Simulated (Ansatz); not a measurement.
CH5GeNO can be A, `C[O][Ge][NH2]`, or B, `N=[C](O)[GeH3]`.

Gas-phase electronic energies from Ansatz, PBE0-D4/def2-TZVP geometries. CBS: MP2 limit from def2 TZ/QZ plus the TZ coupled-cluster correction, frozen cores. DFT in def2-TZVPP. B3LYP here is the variant with VWN-RPA as its local correlation; programs differ in this. For Ge outer-core shells are correlated without core-valence functions, which leaves a few kJ/mol of doubt a bond. Scalar relativity is left out up to krypton. One conformer a species, not always the lowest.

Task: Which is lower in electronic energy at CCSD(T)/CBS, and by how much? (An estimate is asked.)

Result: The calculation gave: A, by 140.7 kJ/mol.

Task: Give E(B) − E(A) in kJ/mol with PBE0-D4, CCSD/def2-TZVPP, CCSD(T)/def2-TZVPP, B2PLYP, B3LYP, PBE-D4, HF/def2-TZVPP. (An estimate is asked.)

Result: Ansatz gave: PBE0-D4 129.5, CCSD/def2-TZVPP 128.8, CCSD(T)/def2-TZVPP 125.4, B2PLYP 141.2, B3LYP 145.0, PBE-D4 130.4, HF/def2-TZVPP 132.3. None reverses the order clearly.

Largest T1 diagnostic: 0.014.
